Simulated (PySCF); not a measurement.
# Structure elucidation problem

The spectra below were simulated for a compound C9H15B.

¹H NMR (600 MHz, computed): δ 0.72 (m, 6H), 0.72 (m, 6H), -0.36 (m, 3H).

¹³C{¹H} NMR (computed): δ 7.2 (CH2, 6C), 3.5 (CH, 3C).

Rapidly exchanging positions averaged, non-relativistic Hamiltonian, a single conformation, in vacuum. Geometry from PBE0-D3(BJ)/def2-SVP; NMR shieldings at CAM-B3LYP/pcSseg-1/GIAO; PySCF 2.14.

Chemical shifts δ = σref − σ; TMS for ¹H (σref 31.33), ¹³C (σref 182.45), all at this level.

**Question.** What is the structure?

**Answer.** 
- 2 carbon signals for 9 carbons: some carbons are equivalent by symmetry or fast rotation.
- Carbon types of the structure: 3 × CH, 6 × CH2, which accounts for all hydrogens.
- δC 7.2, 3.5: three-membered-ring carbon; carbons of three-membered rings are unusually shielded.
- δH 0.72, 0.72, -0.36: hydrogen on a three-membered-ring carbon; cyclopropane-type protons are shielded by the ring.

Structure: SMILES C1CC1B(C1CC1)C1CC1.

This is the structure that produced the data.

A carbon bonded to boron is broadened by the quadrupolar boron nucleus and is often missing from a measured spectrum. Shifts are as computed, not scaled to solution data. Of 1211 compounds with measured shifts, 218 miss one by over three times the rms of a fit or turn the order of signals round; such compounds aren't used in these exercises. No couplings were computed; multiplicities are counted from neighbouring protons, with m where these are inequivalent, close in shift, in a saturated or five-membered ring or joined by F or P, and br s for small geminal =CH2 splittings.
